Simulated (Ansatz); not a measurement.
Geometry optimisation, RHF/def2-SVP (Ansatz 0.2.0).

The input (input.yaml):

```yaml
crystal:
  periodic: [false, false, false]
  atoms:
    - { symbol: B, position_ang: [0.0, 0.0, 0.0] }
    - { symbol: F, position_ang: [0.0, 0.0, 1.67] }
    - { symbol: H, position_ang: [1.0305, 0.0, -0.595] }
    - { symbol: H, position_ang: [-1.0305, 0.0, -0.595] }
    - { symbol: O, position_ang: [0.0715, -1.6212, 0.5392] }
    - { symbol: Al, position_ang: [-0.7444, -2.995, -0.2453] }
    - { symbol: H, position_ang: [0.0056, -4.3518, -0.419] }
    - { symbol: H, position_ang: [-2.2093, -2.8421, -0.7592] }
    - { symbol: H, position_ang: [0.0453, -1.0266, 1.5024] }
basis:
  gaussian: { orbitals: def2-SVP }
hamiltonian:
  xc: hf
relax:
  f_tol: 0.15
  max_steps: 25
  restrain:
    - { distance: [0, 4], at: 1.41, k: 30.0 }
    - { distance: [8, 1], at: 0.92, k: 30.0 }
    - { distance: [0, 1], at: 2.52, k: 30.0 }
    - { distance: [8, 4], at: 2.21, k: 30.0 }
output:
  orbitals: {}
```

Run as:

```bash
$ ansatz run input.yaml --threads 1 --pin off --max-ram 2048MiB --backend cpu --events-out ev --progress --plain --runs-dir out
```

Where does it end, and by what steps?

The run converged. The restraints hold the end off the free minimum; the threshold counts their pulls, which the force column leaves out. Restrained pairs: B1–O5 (1.71 → 1.38 Å), F2–H9 (1.04 → 0.91 Å), B1–F2 (1.67 → 2.53 Å), O5–H9 (1.13 → 2.21 Å). After 21 steps the energy has fallen by 2.566 eV (the restraints' own energy left out); H7 moved furthest, 1.14 Å.

```tsv
step	energy less start (eV)	largest force component (eV/Å)	accepted
0	0.0000	5.903	yes
1	-1.0650	5.170	yes
2	-1.9979	3.727	yes
3	-2.3447	0.866	yes
4	-2.3371	2.358	yes
5	-2.3310	3.324	no
6	-2.4672	1.165	yes
7	-2.4954	0.989	yes
8	-2.5123	0.952	yes
9	-2.5136	0.969	no
10	-2.5195	0.949	yes
11	-2.5250	0.914	yes
12	-2.5291	0.944	yes
13	-2.5334	1.001	yes
14	-2.5322	1.077	yes
15	-2.5496	0.988	yes
16	-2.5485	1.122	no
17	-2.5541	0.929	yes
18	-2.5555	0.979	yes
19	-2.5605	1.076	yes
20	-2.5479	1.356	no
21	-2.5658	1.053	yes
```

```xyz
9
Properties=species:S:1:pos:R:3
B -0.164 -0.216 -0.328
F 0.361 -0.164 2.144
H 0.855 0.366 -0.578
H -1.219 0.362 -0.319
O -0.131 -1.583 -0.159
Al -0.857 -3.103 -0.427
H -0.496 -4.232 0.602
H -1.809 -3.295 -1.662
H 0.629 -0.973 1.825
```

Run time: 57 s on 1 thread of AMD EPYC 7R43 64-Core Processor (Zen 3), on a shared host, peak memory 0.16 GiB.
